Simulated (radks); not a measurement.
Effect of the nuclear size on neutral argon, [Ar]. Calculated with a radial shooting solver on a logarithmic mesh with Libxc functionals: Dirac Kohn-Sham, BLYP, spin-unpolarised, spherical densities, finite nucleus; Fermi nuclear charge, rms radius 3.4274 fm. The rms radius is varied about that value; shifts are against it.

| rms radius (fm) | total energy shift (eV) | density at nucleus (e/bohr^3) | 1s1/2 shift (meV) | 2s1/2 shift (meV) |
|---|---|---|---|---|
| 2.7625 | -0.00653 | 4359 | -2.75 | -0.208 |
| 3.2252 | -0.00213 | 4344 | -0.897 | -0.068 |
| 3.4274 | 0 | 4339 | 0.000 | 0.000 |
| 3.6605 | 0.00261 | 4333 | 1.10 | 0.083 |
| 4.0066 | 0.00680 | 4324 | 2.87 | 0.217 |

Slopes of the eigenvalues against <r^2> in GHz/fm^2, as finite differences over the two radii next to the reference (eigenvalue slopes, not the field-shift constants of lines): 1s1/2 161, 2s1/2 12.2.
